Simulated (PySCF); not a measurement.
C₈H₈.
Bonds: C1–C2 (double), C2–C3, C3–C4 (aromatic), C4–C5 (aromatic), C5–C6 (aromatic), C6–C7 (aromatic), C7–C8 (aromatic), C3–C8 (aromatic). Hydrogens: H9, H10 on C1; H11 on C2; H12 on C4; H13 on C5; H14 on C6; H15 on C7; H16 on C8.

The same species was optimised twice, with GFN2-xTB and with PBE0-D3(BJ)/def2-SVP (PySCF), and the same property calculations (PySCF, gas phase) were run on both structures.

```tsv
coordinate	GFN2-xTB	PBE0-D3(BJ)/def2-SVP	change
C7–C8 (Å)	1.381	1.393	+0.012
C5–C6 (Å)	1.385	1.397	+0.012
C1=C2 (Å)	1.328	1.338	+0.010
C2–C3 (Å)	1.458	1.468	+0.010
C3–C4 (Å)	1.396	1.405	+0.009
C4–C5 (Å)	1.381	1.390	+0.009
C6–C7 (Å)	1.385	1.393	+0.008
C3–C8 (Å)	1.396	1.403	+0.007
C1–C2–C3 (°)	126.9	127.4	+0.5
C2–C3–C8 (°)	118.7	119.0	+0.3
C2–C3–C4 (°)	123.2	123.0	-0.2
C3–C4–C5 (°)	120.7	120.9	+0.2
C4–C3–C8 (°)	118.1	118.0	-0.1
C3–C8–C7 (°)	121.1	121.2	+0.1
C5–C6–C7 (°)	119.5	119.5	0.0
C4–C5–C6 (°)	120.4	120.4	0.0
C1–C2–C3–C4 (°)	0	0	0
```

Rotational constants: A = 5249, B = 1567, C = 1207 MHz (GFN2-xTB) against A = 5183, B = 1542, C = 1189 MHz (PBE0-D3(BJ)/def2-SVP). Point groups within 0.08 Å: Cs and Cs.

On the GFN2-xTB structure: HOMO (eV) -6.62 [PBE0/pcSseg-1]; LUMO (eV) -1.07 [PBE0/pcSseg-1]; dipole (D) 0.15 [PBE0/pcSseg-1]; GIAO shielding of C1 (ppm) 68.6 [PBE0/pcSseg-1]; GIAO shielding of C2 (ppm) 41.9 [PBE0/pcSseg-1]; GIAO shielding of C3 (ppm) 45.3 [PBE0/pcSseg-1]; GIAO shielding of C4/C8 (mean) (ppm) 55.0 [PBE0/pcSseg-1]; GIAO shielding of C5/C7 (mean) (ppm) 52.8 [PBE0/pcSseg-1]; GIAO shielding of C6 (ppm) 53.2 [PBE0/pcSseg-1].

**Question.** What do these properties become on the PBE0-D3(BJ)/def2-SVP structure?

**Answer.** 
```json
{"property": "HOMO (eV)", "level": "PBE0/pcSseg-1", "on GFN2-xTB": "-6.62", "on PBE0-D3(BJ)/def2-SVP": "-6.62", "change": "0.00"}
{"property": "LUMO (eV)", "level": "PBE0/pcSseg-1", "on GFN2-xTB": "-1.07", "on PBE0-D3(BJ)/def2-SVP": "-1.12", "change": "-0.05"}
{"property": "dipole (D)", "level": "PBE0/pcSseg-1", "on GFN2-xTB": "0.15", "on PBE0-D3(BJ)/def2-SVP": "0.16", "change": "+0.01"}
{"property": "energy, GFN2-xTB geometry as zero (kcal/mol)", "level": "PBE0/pcSseg-1", "on GFN2-xTB": "0.0", "on PBE0-D3(BJ)/def2-SVP": "-0.3", "change": "-0.3"}
{"property": "GIAO shielding of C1 (ppm)", "level": "PBE0/pcSseg-1", "on GFN2-xTB": "68.6", "on PBE0-D3(BJ)/def2-SVP": "65.6", "change": "-3.0"}
{"property": "GIAO shielding of C2 (ppm)", "level": "PBE0/pcSseg-1", "on GFN2-xTB": "41.9", "on PBE0-D3(BJ)/def2-SVP": "39.5", "change": "-2.4"}
{"property": "GIAO shielding of C3 (ppm)", "level": "PBE0/pcSseg-1", "on GFN2-xTB": "45.3", "on PBE0-D3(BJ)/def2-SVP": "43.4", "change": "-1.9"}
{"property": "GIAO shielding of C4/C8 (mean) (ppm)", "level": "PBE0/pcSseg-1", "on GFN2-xTB": "55.0", "on PBE0-D3(BJ)/def2-SVP": "52.7", "change": "-2.3"}
{"property": "GIAO shielding of C5/C7 (mean) (ppm)", "level": "PBE0/pcSseg-1", "on GFN2-xTB": "52.8", "on PBE0-D3(BJ)/def2-SVP": "50.4", "change": "-2.4"}
{"property": "GIAO shielding of C6 (ppm)", "level": "PBE0/pcSseg-1", "on GFN2-xTB": "53.2", "on PBE0-D3(BJ)/def2-SVP": "50.6", "change": "-2.6"}
```

The heavy atoms differ by 0.014 Å rms after alignment. Among bonds between heavy atoms C5–C6 and C7–C8 change most and about equally (+0.012 Å). Changes are differences of the printed values. Neither structure is proved a minimum here.

The values belong to the conformer `[CH2:1]=[CH:2][c:3]1[cH:4][cH:5][cH:6][cH:7][cH:8]1`: C1–C2–C3–C4 0°.
